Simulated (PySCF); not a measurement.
A structure optimised at B3LYP-D3(BJ)/def2-SVP, used in a PySCF frequency run:

```
Si
F 1 1.6293
O 1 1.6427 2 108.06
H 3 0.9655 1 117.15 2 -59.27
O 1 1.6463 2 108.95 3 -118.67
H 5 0.9646 1 117.49 2 -57.68
S 1 2.1147 2 108.34 3 120.11
C 7 1.8442 1 98.60 2 -46.94
H 8 1.0976 7 110.64 1 56.91
H 8 1.0977 9 109.62 7 -117.18
H 8 1.0982 9 110.14 10 -120.38
```
Charge 0, spin multiplicity 1.

**Question.** Write its SMILES and formula.

**Answer.** CS[Si](O)(O)F, CH5FO2SSi

**Question.** What are its rotational constants (standard atomic weights)?

**Answer.** 3.2414, 1.7127, 1.5799 GHz
